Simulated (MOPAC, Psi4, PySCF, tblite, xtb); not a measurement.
Dimer HCl ··· C3H6 (SMILES Cl and C1CC1) at R = 3.89 Å between the centres of mass, closest contact 2.33 Å (lowest of the rigid-body minima from ten starts at GFN2-xTB). Geometry in Å and degrees:

```
C
H 1 1.0816
H 1 1.0816 2 114.23
C 1 1.5034 2 118.05 3 145.49
H 4 1.0816 1 118.05 2 0.00
H 4 1.0816 5 114.23 1 145.49
C 4 1.5034 5 118.05 6 145.49
H 7 1.0816 4 118.05 5 0.00
H 7 1.0816 8 114.23 1 -145.49
H 4 2.3345 5 83.97 6 -80.37
Cl 10 1.2820 4 162.35 5 55.48
```

Levels of theory: GFN2-xTB (tblite); SAPT0/jun-cc-pVDZ, frozen core (Psi4); PBE/def2-TZVP, counterpoise-corrected (Psi4); PBE-D3(BJ)/def2-TZVP, counterpoise-corrected (Psi4); HF/aug-cc-pVDZ, counterpoise-corrected (Psi4); MP2/aug-cc-pVDZ = DF-MP2/aug-cc-pVDZ, frozen core, counterpoise-corrected run with Psi4 1.11; SCS-MP2/aug-cc-pVDZ = Psi4 with DF-SCS-MP2/aug-cc-pVDZ, frozen core, counterpoise-corrected; PM3, restricted, heats of formation (MOPAC); PM7, restricted, heats of formation (MOPAC); GFN1-xTB (xtb); RKS-B3LYP/6-31G* = restricted B3LYP/6-31G*, spherical d, no counterpoise correction in PySCF; RKS-B3LYP/3-21G = restricted B3LYP/3-21G, no counterpoise correction (PySCF); RKS-BP86/6-31G* = restricted BP86/6-31G*, spherical d, no counterpoise correction (PySCF 2.14.0); RHF/STO-3G = restricted Hartree-Fock/STO-3G, no counterpoise correction (PySCF).

### Question
What interaction energy does each level give?

### Answer

```
method                E_int / kcal/mol
--------------------  ----------------
PBE-D3(BJ)/def2-TZVP             -3.67
PM7                              -3.56
RKS-B3LYP/3-21G                  -3.34
MP2/aug-cc-pVDZ                  -2.95
GFN2-xTB                         -2.64
RKS-BP86/6-31G*                  -2.55
PBE/def2-TZVP                    -2.43
RKS-B3LYP/6-31G*                 -2.43
SAPT0/jun-cc-pVDZ                -2.28
SCS-MP2/aug-cc-pVDZ              -2.06
PM3                              -1.48
GFN1-xTB                         -1.18
RHF/STO-3G                        0.00
HF/aug-cc-pVDZ                    0.01
```
